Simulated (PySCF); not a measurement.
B97-3 on Si- (silicon, charge -1), [Ne] 3s2 3p3, high-spin 4S determinant. All numbers are calculated (PySCF 2.14, the spin-free X2C one-electron Hamiltonian (Gaussian nucleus), in aug-cc-pCVTZ-DK).

```
cycle= 1 E= -289.997443930939  delta_E= -0.0051  |g|= 0.0107  |ddm|= 0.252
cycle= 2 E= -289.99756540965  delta_E= -0.000121  |g|= 0.00748  |ddm|= 0.0685
cycle= 3 E= -289.997624522566  delta_E= -5.91e-05  |g|= 0.00276  |ddm|= 0.0629
cycle= 4 E= -289.997640291677  delta_E= -1.58e-05  |g|= 0.00142  |ddm|= 0.0371
cycle= 5 E= -289.9976477392  delta_E= -7.45e-06  |g|= 0.000364  |ddm|= 0.0495
cycle= 6 E= -289.997648052044  delta_E= -3.13e-07  |g|= 7.61e-05  |ddm|= 0.0124
cycle= 7 E= -289.99764806178  delta_E= -9.74e-09  |g|= 2.12e-05  |ddm|= 0.00211
cycle= 8 E= -289.997648063945  delta_E= -2.16e-09  |g|= 3.51e-06  |ddm|= 0.00101
cycle= 9 E= -289.997648064012  delta_E= -6.78e-11  |g|= 3.48e-07  |ddm|= 0.000162
converged SCF energy = -289.997648064012  <S^2> = 3.7544409  2S+1 = 4.0022198
```

Highest occupied orbital energy: 0.530 eV; ⟨L²⟩ = 0.00; populations by l: s 6.00, p 9.00, d 0.00, f 0.00.

Task: Can this result be used?

Result: With care. The calculation finished and met its thresholds. At B97-3 the highest occupied level has a positive energy, so only the finite basis holds that electron; in a semilocal or global hybrid functional this comes from self-interaction and does not mean that the real anion is unbound.
